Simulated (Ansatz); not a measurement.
`[OH][Al]([Br])[O][SiH3]` → `[SiH3][O][Al][Br]`• + `[OH]`•  (homolysis of the Al–O bond)

Gas-phase electronic energies from Ansatz, PBE0-D4/def2-TZVP geometries. CCSD(T)/CBS is the MP2 limit (def2-TZVPP, def2-QZVPP) plus CCSD(T) − MP2 in def2-TZVPP, frozen cores. This one scheme is used for every species. DFT in def2-TZVPP. Open shells (•) are unrestricted, without spin–orbit coupling. For Br outer-core shells are correlated without core-valence functions, which leaves a few kJ/mol of doubt a bond. Scalar relativity is left out up to krypton. One conformer a species, not always the lowest.

| level | ΔE (kJ/mol) |
| --- | --- |
| BLYP-D4 | 518.9 |
| revPBE | 496.1 |
| PBE0 | 515.2 |
| MP2/def2-SVP | 544.6 |

(1) What does CCSD(T)/CBS give? (Estimate.)

Largest T1 diagnostic among the species: 0.012.

## Answers

(1) Computed: +551.7 kJ/mol. The listed levels differ from it by -32.8, -55.6, -36.5, -7.1 kJ/mol.

The D4 term adds +5.6 kJ/mol with B3LYP and +3.2 kJ/mol with PBE0; it sums over pairs of atoms, weighted by their polarisabilities, and B3LYP, whose exchange is more repulsive, gets the larger term. Leaving LDA and LC-ωPBE aside and taking each functional with its dispersion term where it has one, the values, not all of them listed here, spread over 41.7 kJ/mol, from revPBE-D4 to ωB97M-V. LDA lies +78.2 kJ/mol from PBE without D4, its usual overbinding.

B3LYP here is the variant with VWN-RPA as its local correlation; programs differ in this.
